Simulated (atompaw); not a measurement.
**What one change does to a pseudopotential (Ga (Z = 31), PAW (atompaw))**

```json
{
 "Element": "Ga (Z = 31)",
 "Generator": "atompaw 4.2.0.5",
 "Type": "PAW",
 "Functional": "LDA (PW92)",
 "Relativity": "scalar-relativistic",
 "Frozen core": "[Ar]",
 "Valence charge": "13",
 "Reference configuration": "3d10 4s2 4p1",
 "Partial waves": "4s (bound): rc 2.50 bohr; 4s channel at 1.3 Ry: rc 1.40 bohr; 4p (bound): rc 2.50 bohr; 4p channel at 0.45 Ry: rc 2.50 bohr; 3d (bound): rc 1.50 bohr; 3d channel at 3.2 Ry: rc 1.50 bohr",
 "Local potential": "bessel scheme, radius 2.00 bohr",
 "Core correction": "smooth core density matched at 2.05 bohr",
 "Augmentation charge": "besselshape compensation charge, radius 2.25 bohr; PAW radius 2.50 bohr; waves and projectors: custom rrkj vanderbiltortho"
}
```

All-electron outer shells of the reference configuration (LDA (PW92), scalar-relativistic, ld1.x):

| shell | level (eV) | outermost node (bohr) | outermost maximum (bohr) |
| --- | --- | --- | --- |
| 3s | -147.44 | 0.27 | 0.56 |
| 3p | -98.66 | 0.24 | 0.56 |
| 3d | -19.41 | – | 0.53 |
| 4s | -9.17 | 0.81 | 1.87 |
| 4p | -2.73 | 0.87 | 2.53 |

Change: wave 3d (bound): rc 1.50 bohr becomes 3d (bound): rc 2.34 bohr.

Cutoffs: the cutoffs (Ry, on a coarse ladder) from which the occupation-weighted sum of valence levels, in a spherical-Bessel basis at the reference potential, stays within 10 and 1 mRy of its value at 400 Ry; they do not see the model core or the augmentation charge, which bear on the density cutoff.

What does the change do?

The potential gets softer (50 Ry and 90 Ry → 18 Ry and 30 Ry); neither file shows a bound ghost.

```tsv
quantity	base	changed
cutoff, loose	50 Ry	18 Ry
cutoff, tight	90 Ry	30 Ry
loose cutoff by channel (10 mRy a level)	s 6 Ry, p 6 Ry, d 40 Ry	s 6 Ry, p 6 Ry, d 15 Ry
bound ghosts	none	none
s: phases at 2.51 bohr within 0.05 rad from the reference energy up to (Ry; the scan ends near 5)	0.4	0.4
p: phases at 2.51 bohr within 0.05 rad from the reference energy up to (Ry; the scan ends near 5)	4.2	4.2
d: phases at 2.51 bohr within 0.05 rad from the reference energy up to (Ry; the scan ends near 5)	1.0	0.8
lowest overlap eigenvalue by channel	s 0.26, p 0.75, d 0.94	s 0.26, p 0.75, d 1.00
```

 The cutoffs see the waves, projectors and local potential, not the compensation charge or the core.
